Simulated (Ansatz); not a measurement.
`F[SiH2][SnH3]` + `[OH][GeH3]` → `F[SiH2][O][GeH3]` + `[SnH4]` at 600 K and 1 bar (cleavage of the Si–Sn bond).

Program: Ansatz. Geometries: PBE0-D4/def2-TZVP. ΔE: electronic, gas phase. CCSD(T)/CBS is the MP2 limit (def2-TZVPP, def2-QZVPP) plus CCSD(T) − MP2 in def2-TZVPP, frozen cores. Elements past krypton have def2 core potentials. For Ge, Sn outer-core shells are correlated without core-valence functions, which leaves a few kJ/mol of doubt a bond. Scalar relativity is left out up to krypton. Each species was taken in one conformer, which may not be the lowest.

```tsv
species	CCSD(T)/CBS energy (Eh)	H − E (kJ/mol)	S (J/(mol·K))
`F[SiH2][SnH3]`	-605.93962	158.7	418.5
`[OH][GeH3]`	-2153.69723	132.5	324.6
`F[SiH2][O][GeH3]`	-2543.28863	185.0	443.8
`[SnH4]`	-216.39156	98.5	271.3
```

H − E and S are ideal-gas, rigid-rotor, harmonic terms from PBE0-D4/def2-TZVP, for one conformer and one mirror image of each species. 1 Eh = 2625.50 kJ/mol, R = 8.31446 J/(mol·K).

**Question.** By hand: ΔE, ΔH, ΔS and ΔG.

**Answer.** ΔE = (-2543.28863) + (-216.39156) − (-605.93962) − (-2153.69723) = -0.04334 Eh = -113.8 kJ/mol. Δ(H − E) = 185.0 + 98.5 − 158.7 − 132.5 = -7.7, so ΔH = -121.5 kJ/mol. ΔS = 443.8 + 271.3 − 418.5 − 324.6 = -28.0 J/(mol·K). ΔG = -121.5 − 600 × (-28.0)/1000 = -104.7 kJ/mol.

**Question.** By hand: the equilibrium constant, and the temperature at which ΔG would vanish if ΔH and ΔS stayed fixed.

**Answer.** log₁₀ K = −ΔG/(RT ln 10) = 9.1. ΔG = 0 at ΔH/ΔS = 4339 K, far beyond where these terms or the molecules hold.

ΔH outweighs TΔS. A doubt of 5 kJ/mol in ΔE shifts log₁₀ K by 0.4 here. Other conformers and mirror images would add mixing entropy, several J/(mol·K) or more a flexible species. Modes under 60 cm⁻¹, often nearly free rotors, make the harmonic entropy too high. These are equilibria of isolated gas molecules and say nothing of rates. Largest T1 diagnostic: 0.013 (customary marks: 0.02 for closed shells, 0.045 for open ones).
